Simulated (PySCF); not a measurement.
Ga(F)2(vinyl) (C2H3F2Ga), SMILES C=[CH][Ga]([F])[F].

Geometry optimised at B3LYP-D3(BJ)/def2-SVP. Other conformers were not sampled.

All values below come from ωB97X/def2-TZVP run with PySCF.

Symmetry labels are those of the subgroup Cs that the program uses (full group Cs).

Question: List the valence orbital energies around the gap with their symmetry. (The exact figures need the calculation; the answer reports its results.)

Answer: 
```json
[
 {"orbital": "HOMO−7", "symmetry": "A'", "energy (eV)": "-14.88"},
 {"orbital": "HOMO−6", "symmetry": "A'", "energy (eV)": "-14.38"},
 {"orbital": "HOMO−5", "symmetry": "A\"", "energy (eV)": "-14.02"},
 {"orbital": "HOMO−4", "symmetry": "A'", "energy (eV)": "-13.80"},
 {"orbital": "HOMO−3", "symmetry": "A\"", "energy (eV)": "-13.50"},
 {"orbital": "HOMO−2", "symmetry": "A'", "energy (eV)": "-13.32"},
 {"orbital": "HOMO−1", "symmetry": "A'", "energy (eV)": "-11.79"},
 {"orbital": "HOMO", "symmetry": "A\"", "energy (eV)": "-11.28"},
 {"orbital": "LUMO", "symmetry": "A\"", "energy (eV)": "0.30"},
 {"orbital": "LUMO+1", "symmetry": "A'", "energy (eV)": "1.32"},
 {"orbital": "LUMO+2", "symmetry": "A\"", "energy (eV)": "2.61"},
 {"orbital": "LUMO+3", "symmetry": "A'", "energy (eV)": "3.28"}
]
```
